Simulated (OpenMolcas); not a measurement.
# V3+: effect of the metal basis

V3+ with its 6 nearest fluoride ions at 2.03 Å, on the Y site of Cs2NaYF6 (a = 9.075 Å, distance in the model lattice 2.178 Å). The rest of the host is ab initio model potentials to 7.6 Å and point charges beyond; the distance is set by hand and nothing relaxes.

```
Program             : OpenMolcas
Method              : SS-CASPT2, IPEA 0.25 Eh, imaginary shift 0.1 Eh (closed shells correlated: 3s 3p and the ligand valence shells)
Spin-orbit coupling : state interaction with AMFI integrals over the reference wave functions
```

Fixed: ligand basis ANO-RCC-VDZP, active space 2 electrons in 5 orbitals (3d), DKH2 Hamiltonian.

States (labels of O, the rotations of Oh). Energies in cm-1 above the lowest state or level, χT in cm3 K/mol; under a threefold ground state the first gap can be a small split of the lowest multiplet, not the spin-orbit step; 10Dq and B are least-squares fits to the states below 45000 cm-1, weighted by degeneracy, with a free offset, and given where the rms deviation is under 5 % of |10Dq| (or 100 cm-1) and under 700 cm-1.

```
Run   Metal basis  Ground state  First state of that spin   10Dq  B (rms of fit)  First gap with spin-orbit (degeneracies)  χT at 300 K  First state of another spin                     Cost
  A  ANO-RCC-VDZP           3T1                 3T2 12520  14679       827 (309)                                  6 (2, 3)        0.885                    1T2 10980  roughly 60 core-seconds
  B  ANO-RCC-VTZP           3T1                 3T2 12720  14159       797 (230)                                  6 (2, 3)        0.890                    1T2 10610   roughly 4 core-minutes
```

Against A, |10Dq| changes by -3.5 % in B.

Costs are those of the CASPT2 steps.

Roots that are degenerate in the reference are averaged as groups; the widest CASPT2 spread within a group is 740 cm-1 (the 3-fold group of multiplicity 3 near 12500 cm-1 above the lowest state of its run, A). Shifts and gaps below about the spread of the groups concerned are not significant. Over all roots computed the reference weight is 0.73 to 0.74 in A, 0.72 to 0.73 in B; a low but even weight reflects the number of correlated electrons. An orbital triplet at a regular site is open to Jahn-Teller coupling, which can distort the site and quench the lowest spin-orbit gaps and is left out. Ligand-to-metal charge-transfer states are missing. With no ligand orbital active B as a rule stays too high, so bands that hang on it stand too high and its fall with covalency is understated. With one d shell and no ligand orbital active, 10Dq can be off by a tenth or more. No measured value stands beside these numbers; the geometry was set by hand and not optimised.
